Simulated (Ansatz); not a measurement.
Stepwise reaction of `CN[SiH2]OC` with hydrogen fluoride, as a gas-phase model of exchange steps in deposition or etching. ΔE in kJ/mol.

Gas-phase electronic energies from Ansatz, PBE0-D4/def2-TZVP geometries. CCSD(T)/CBS is the MP2 limit (def2-TZVPP, def2-QZVPP) plus CCSD(T) − MP2 in def2-TZVPP, frozen cores. This one scheme is used for every species. DFT in def2-TZVPP. B3LYP here is the variant with VWN-RPA as its local correlation; programs differ in this. One conformer a species, not always the lowest.

| step | reaction | PBE-D4 | B3LYP-D4 | ωB97M-V | CCSD(T)/CBS |
| --- | --- | --- | --- | --- | --- |
| 2 | `CN[SiH](F)OC` + H–F → `CN[Si](F)(F)OC` + H₂ | -130.9 | -141.3 | -141.7 | -138.2 |

Problem. Give the row of step 1, `CN[SiH2]OC` + H–F → `CN[SiH](F)OC` + H₂. (Best estimate.)

Solution. Ansatz gave: 
```json
{"step": "1", "reaction": "`CN[SiH2]OC` + H–F → `CN[SiH](F)OC` + H₂", "PBE-D4": "-135.2", "B3LYP-D4": "-145.8", "ωB97M-V": "-146.0", "CCSD(T)/CBS": "-142.5"}
```

Problem. By hand: ΔE of the 2 steps together at CCSD(T)/CBS.

Solution. (-142.5) + (-138.2) = -280.7 kJ/mol, or -140.3 kJ/mol a step.

In ΔE the steps differ by no more than 4.3 kJ/mol. All are downhill at CCSD(T)/CBS. PBE-D4 differs from CCSD(T)/CBS by 7.3 to 7.3 kJ/mol a step. Isolated molecules leave out the surface, adducts and barriers. Largest T1 diagnostic: 0.011.
